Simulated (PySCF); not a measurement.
## Structure from NMR data

Molecular formula: C9H7O2P. Simulated spectra:

¹H NMR (400 MHz, computed): δ 9.26 (m, 1H), 9.16 (m, 1H), 8.39 (m, 1H), 4.15 (s, 3H), 3.11 (s, 1H).

¹³C{¹H} NMR (computed): δ 173.0, 166.8, 166.0, 146.7, 145.9, 127.5, 91.8, 89.8, 53.5.

Single conformer, in vacuum, one averaged value for each set of equivalent atoms, non-relativistic. Geometry: GFN2-xTB; shielding tensors at PBE0/pcSseg-1 (GIAO); PySCF 2.14.

Referencing at the same level of theory: ¹H (31.72 ppm) and ¹³C (186.93 ppm) against TMS.

Q: What is the structure?

A: 
1. 9 carbon signals for 9 carbons: no two carbons are equivalent.
2. Carbon types of the structure: 4 × C, 4 × CH, 1 × CH3, which accounts for all hydrogens.
3. δC 173.0: ester carbonyl carbon; it is a carbonyl in resonance with an O or N lone pair, the region of acids, esters and amides.
4. δC 166.8, 146.7, 145.9: aromatic CH.
5. δC 166.0, 127.5: substituted aromatic carbon.
6. δC 91.8: terminal alkyne carbon; sp carbons lie upfield of alkene carbons because the cylindrical π system leaves one tensor component strongly shielded.
7. δC 89.8: alkyne carbon; sp carbons lie upfield of alkene carbons because the cylindrical π system leaves one tensor component strongly shielded.
8. δC 53.5: methyl carbon bonded to O; the inductive effect lowers its shielding.
9. δH 9.26, 9.16, 8.39: hydrogen on an aromatic CH.

These data were computed for `C#Cc1ccpc(C(=O)OC)c1`.

This is the structure that produced the data.

Splittings by ³¹P in the carbon and heteronuclear signals aren't shown, as no couplings were computed. Shifts are as computed. Against solution values, carbons near 30 ppm lie about +3 ppm off and those near 130 ppm about +5 ppm. Of 1211 compounds with measured shifts, 218 miss one by over three times the rms of a fit or turn the order of signals round; such compounds aren't used in these exercises. Multiplicities follow the n + 1 count of equivalent neighbours, as no J values were calculated; m marks all less simple cases, F and P coupling included.
